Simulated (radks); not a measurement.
Neutral bismuth inside a hard spherical wall (all orbitals vanish at R), configuration held at [Hg] 6p3 and not refilled when levels cross. Calculated with a radial shooting solver on a logarithmic mesh with Libxc functionals: scalar-relativistic Kohn-Sham, r2SCAN, spin-polarised, spherical densities, finite nucleus; open shells are filled with parallel spins first (spin-orbit coupling, left out, can overturn this in heavy ions); meta-GGA in the generalised Kohn-Sham scheme; Fermi nuclear charge, rms radius 5.5211 fm. Eigenvalues in eV for spin up, with the zero of energy where the potential of the charges vanishes at infinity; a dash marks a level that is unbound or too diffuse for the functional's potential to be trusted. A positive occupied level is held by the wall or, in an anion where self-interaction has pushed it up, behind a barrier. The pressure on the wall is -dE/dV.

R (bohr) = free: E (hartree) -21526.8748; kinetic (hartree) 24400.224; e(5p) -97.984; e(5d) -27.660; e(6s) -15.637; e(6p) -5.539; e(7s, empty) -; e(6d, empty) -; pressure (GPa) 0
R (bohr) = 20: E (hartree) -21526.8748; kinetic (hartree) 24400.224; e(5p) -97.984; e(5d) -27.660; e(6s) -15.637; e(6p) -5.539; e(7s, empty) -; e(6d, empty) -; pressure (GPa) < 0.0001
R (bohr) = 12: E (hartree) -21526.8748; kinetic (hartree) 24400.225; e(5p) -97.982; e(5d) -27.658; e(6s) -15.635; e(6p) -5.538; e(7s, empty) 0.090; e(6d, empty) 1.776; pressure (GPa) 0.000413
R (bohr) = 10: E (hartree) -21526.8746; kinetic (hartree) 24400.227; e(5p) -97.962; e(5d) -27.638; e(6s) -15.618; e(6p) -5.522; e(7s, empty) 0.501; e(6d, empty) 2.259; pressure (GPa) 0.00774
R (bohr) = 8: E (hartree) -21526.8715; kinetic (hartree) 24400.254; e(5p) -97.800; e(5d) -27.480; e(6s) -15.494; e(6p) -5.394; e(7s, empty) 1.728; e(6d, empty) 3.240; pressure (GPa) 0.152
R (bohr) = 5: E (hartree) -21526.7259; kinetic (hartree) 24401.077; e(5p) -95.032; e(5d) -24.840; e(6s) -13.447; e(6p) -2.659; e(7s, empty) 14.037; e(6d, empty) 10.528; pressure (GPa) 18.5
R (bohr) = 4: E (hartree) -21526.2850; kinetic (hartree) 24403.143; e(5p) -90.931; e(5d) -21.044; e(6s) -9.885; e(6p) 2.623; e(7s, empty) 32.814; e(6d, empty) 20.967; pressure (GPa) 126
R (bohr) = 3: E (hartree) -21524.0320; kinetic (hartree) 24412.621; e(5p) -79.705; e(5d) -10.694; e(6s) 3.420; e(6p) 21.573; e(7s, empty) 89.185; e(6d, empty) 52.365; pressure (GPa) 1290
R (bohr) = 2.5: E (hartree) -21519.6790; kinetic (hartree) 24429.789; e(5p) -66.125; e(5d) 2.621; e(6s) 24.799; e(6p) 50.256; e(7s, empty) 162.23; e(6d, empty) 93.504; pressure (GPa) 5380
R (bohr) = 2: E (hartree) -21505.6617; kinetic (hartree) 24481.174; e(5p) -37.421; e(5d) 34.057; e(6s) 84.455; e(6p) 125.15; e(7s, empty) 328.05; e(6d, empty) 188.23; pressure (GPa) 29200
R (bohr) = 1.5: E (hartree) -21449.1401; kinetic (hartree) 24666.123; e(5p) 39.924; e(5d) 127.27; e(6s) 285.27; e(6p) 356.35; e(7s, empty) 778.53; e(6d, empty) 449.33; pressure (GPa) 232000
